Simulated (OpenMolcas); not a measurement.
Yb3+: moving or changing the point charges

Yb3+ among 6 point charges of -1 e arranged as a tetragonal octahedron (D4h), 2.38 Å from the ion, with the axial distance 2.618 Å.
```
   2.3800    0.0000    0.0000  -1.00
   0.0000    2.3800    0.0000  -1.00
  -2.3800    0.0000    0.0000  -1.00
   0.0000   -2.3800    0.0000  -1.00
   0.0000    0.0000    2.6180  -1.00
   0.0000    0.0000   -2.6180  -1.00
```

* Program: OpenMolcas 26.06
* Method: SS-CASPT2, IPEA 0.25 Eh, imaginary shift 0.1 Eh (closed shells correlated: 5s 5p)
* Basis: ANO-RCC-VDZP [7s6p4d2f1g]
* Scalar Hamiltonian: DKH2, point nucleus
* Active space: 13 electrons in 7 orbitals (4f)
* State averaging: 2S+1 = 2 odd, 7 roots
* Spin-orbit coupling: state interaction with AMFI integrals over the reference wave functions

Runs around this geometry, states (labels of D4, the rotations of D4h). Energies in cm-1 above the lowest state or level, χT in cm3 K/mol.

```tsv
R (Å)	q (e)	Ground state	First state of that spin	First gap with spin-orbit (degeneracies)	Width of lowest J	χT at 300 K
2.38	-0.5	2E	2A2 240	210 (2, 2)	289	2.531
2.38	-1	2E	2B2 420	370 (2, 2)	523	2.445
2.6	-1	2E	2B2 330	290 (2, 2)	392	2.497
2.75	-1	2E	2B2 290	250 (2, 2)	330	2.519
```

Taking the width of the lowest J multiplet as R^-n, n = -ln(330 / 523) / ln(2.75 / 2.38) = 3.2 between the shortest and longest distance.

Scaling the charges by -0.5 / -1 = 0.50 scales the width of the lowest J multiplet by 289 / 523 = 0.55; with fixed orbitals a first-order splitting would follow the charge.

This is an electrostatic model: the charges have no orbitals. No measured value stands beside these numbers.
